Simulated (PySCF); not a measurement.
# Removal energies of La³⁹⁺ from EOM-IP-GCCSD

Reference: closed-shell La³⁹⁺, [Ar]; one electron is removed. Calculated with PySCF 2.14, two-component X2C-1e with screened spin-orbit coupling, an even-tempered Gaussian basis (18 s from 2.8 bohr⁻², ratio 2.6; 14 p from 3.6 bohr⁻², ratio 2.6; 5 d from 3.7 bohr⁻², ratio 2.8; 3 f from 63 bohr⁻², ratio 2.8); frozen [Ne]; the 62 highest virtual spinors dropped; of the others 50 kept and the rest restored at second order. No Breit or QED terms. Binding energies in eV.

| level | Koopmans | second order | EOM-CCSD |
| --- | --- | --- | --- |
| 3p1/2 | 3053.9 | 3053.9 | 3053.9 |
| 3p3/2 | 2951.2 | 2951.8 | 2952.1 |

For comparison, the ionisation energy of La³⁹⁺ is 2950 ± 4 eV (theoretical estimate listed by NIST; NIST Atomic Spectra Database, ionization energies).

Only part of the computed levels is shown.
